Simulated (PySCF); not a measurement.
PySCF 2.14 output of an unrestricted B3LYP calculation on a single atom or ion in aug-cc-pVQZ-X2C (10s9p7d4f2g, 118 functions), with scalar relativity by spin-free X2C-1e:

```
SCF conv_tol = 1e-09
number electrons alpha = 28  beta = 27
    P. J. Stephens, F. J. Devlin, C. F. Chabalowski, and M. J. Frisch.,  J. Phys. Chem. 98, 11623 (1994)
cycle= 1 E= -8134.56047726361  delta_E= -0.00341  |g|= 0.00522  |ddm|= 3.13
cycle= 2 E= -8134.56053841371  delta_E= -6.12e-05  |g|= 0.00113  |ddm|= 0.471
cycle= 3 E= -8134.56054137482  delta_E= -2.96e-06  |g|= 0.000314  |ddm|= 0.125
cycle= 4 E= -8134.5605415529  delta_E= -1.78e-07  |g|= 4.24e-05  |ddm|= 0.0283
cycle= 5 E= -8134.56054156043  delta_E= -7.52e-09  |g|= 6.24e-06  |ddm|= 0.00474
cycle= 6 E= -8134.56054156066  delta_E= -2.27e-10  |g|= 9.72e-07  |ddm|= 0.000434
converged SCF energy = -8134.56054156066  <S^2> = 0.75001372  2S+1 = 2.0000137
```

The run itself started from symmetry-adapted Hartree-Fock orbitals and held the occupation by maximum overlap, on a logarithmic radial grid, so the iterations belong to that start.

Question: Which element, charge and spin multiplicity is this?

Answer: Ba⁺ (barium, charge +1), multiplicity 2; the state was [Xe] 6p1, 2P determinant (an excited configuration).

Spin-orbit coupling, absent here, splits the open shell strongly.
